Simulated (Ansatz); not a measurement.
Clusters of 11 atoms, II-VI: PBE0-D4/def2-TZVP single points in Ansatz on relaxed structures, gas phase. Each cluster is the lowest isomer that a short search found in that spin, judged at the geometry's level, and lower ones may exist. Core potentials for Ba, Cd, Sr, no spin–orbit coupling. Binding counts from free atoms in the multiplicity of their measured ground term, without zero-point energy. Singlets are spin-restricted. The structures are stationary points that may keep the symmetry of their start. Remarks come from the PBE and PBE0 runs and from stability tests at other levels; not every state was tested. HOMO above LUMO (over both spins in singlets and doublets, within one spin in higher multiplets; at PBE or PBE0), or a gap under 0.15 eV within one spin, warns that the state may not be the lowest or that an electron is smeared out.

```
                 species  atoms    state            geometry  HOMO (eV)  LUMO (eV)  gap (eV)  binding per atom (eV)          lowest of the spins relaxed  point group (within 0.1 Å)                                                                                                         remarks
                   Ba6O5     11  singlet     PBE-D4/def2-SVP      -2.32      -1.07      1.25                   4.08  singlet, of singlet/triplet/quintet                         C3v                                                                                   restricted SCF unstable in HF
                   Be6S5     11  singlet  r2SCAN-D4/def2-SVP      -6.35      -3.01      3.34                   3.79                                    –                          Cs                                                                                                               –
Sr5O6 (with an O–O bond)     11  singlet     PBE-D4/def2-SVP      -4.43      -1.38      3.05                   3.82  singlet, of singlet/triplet/quintet                           –  gap within one spin near zero at PBE or PBE0 (triplet), gap within one spin near zero at PBE or PBE0 (quintet)
                   Zn6O5     11  singlet  r2SCAN-D4/def2-SVP      -7.61      -2.29      5.32                   2.53                                    –                           –                                                                                                               –
                   Cd6S5     11  singlet     PBE-D4/def2-SVP      -5.15      -3.48      1.68                   1.62                                    –                           –                                                                                                               –
Ca6O5 (with an O–O bond)     11  singlet     PBE-D4/def2-SVP      -3.30      -1.58      1.72                   3.58                                    –                           –                                                                                   restricted SCF unstable in HF
```

The gap (eV) runs from 1.25 (Ba6O5) to 5.32 (Zn6O5).
